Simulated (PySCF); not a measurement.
**EPR parameters of C2F5**

Species: C₂F₅ (doublet state).
Z-matrix (Å and degrees, GFN2-xTB geometry), rows numbered from 1:
```
F 
C   1  1.3232
F   2  1.3231  1  111.73
C   2  1.5119  1  117.10  3   139.02
F   4  1.3472  2  112.87  1   -68.49
F   4  1.3308  2  110.78  1   171.64
F   4  1.3308  2  110.74  1    51.37
```

The hyperfine couplings belong to this conformer and change with its torsions.

The species is `F[C](F)C(F)(F)F` [radical].

The calculation used PySCF, UKS B3LYP, pcH-1 on C F, non-relativistic, mean-field spin-orbit, GIAO. Isolated species at its GFN2-xTB geometry, gas phase. A GFN2-xTB geometry isn't a minimum of the functional, and hyperfine couplings can be far from their values at a DFT geometry. The SCF solution wasn't tested for stability.

```json
{
 "g1, g2, g3": "2.00195, 2.00464, 2.00507",
 "g_iso": "2.00388",
 "Form of g": "close to axial: the two nearest values differ by 14 % of g3 − g1",
 "⟨S²⟩": "0.7524 (exact 0.7500)"
}
```

Isotropic coupling and dipolar principal values T1 to T3, in mT; ρ(0) is the spin density at the nucleus (MHz turned into mT with g_iso):

| atom | isotope | a_iso | T1 | T2 | T3 | Mulliken spin population | ρ(0) (bohr⁻³) |
| --- | --- | --- | --- | --- | --- | --- | --- |
| F1 | 19F | 7.51 | -8.98 | -7.99 | 16.97 | 0.07 | 0.0501 |
| C2 | 13C | 12.85 | -2.87 | -2.86 | 5.73 | 0.83 | 0.3207 |
| F3 | 19F | 7.51 | -8.98 | -7.99 | 16.97 | 0.07 | 0.0501 |
| C4 | 13C | 1.09 | -0.22 | -0.19 | 0.41 | 0.00 | 0.0272 |
| F5 | 19F | 4.88 | -2.90 | -2.75 | 5.66 | 0.03 | 0.0325 |
| F6 | 19F | -0.06 | -0.42 | -0.29 | 0.70 | 0.00 | -0.0004 |
| F7 | 19F | -0.07 | -0.42 | -0.29 | 0.70 | 0.00 | -0.0005 |

The Mulliken spin populations are largest on C2 (+0.83), F1 (+0.07) and F3 (+0.07). C2 is the only atom above +0.15. The angles at C2 add up to 345.9°, so it is pyramidal.

Under fast tumbling the dipolar parts average out, and these isotropic splittings remain: 2 × 19F (F1/F3, I = 1/2, 3 lines) with 7.51 mT and 3 × 19F (F5/F6/F7, I = 1/2, 4 lines) with 1.58 mT.

Nuclei that the bonding pattern makes equivalent are averaged, as if the motion that swaps them (rotation, inversion, ring flip) were fast. The three 19F nuclei of mean +44.4 MHz run from -1.9 to 136.9 MHz in the frozen geometry.

The 13C coupling of C2 (360.5 MHz) shows only in satellite lines or after enrichment, since that isotope makes up about 1.07 % of natural carbon.

The run took 20 s of wall time (grids of density and orbitals included) on an Arm Neoverse V2 with one thread, no GPU, shared host with 96 logical CPUs at a one-minute load of 59, and the process peaked at 0.68 GiB of memory.
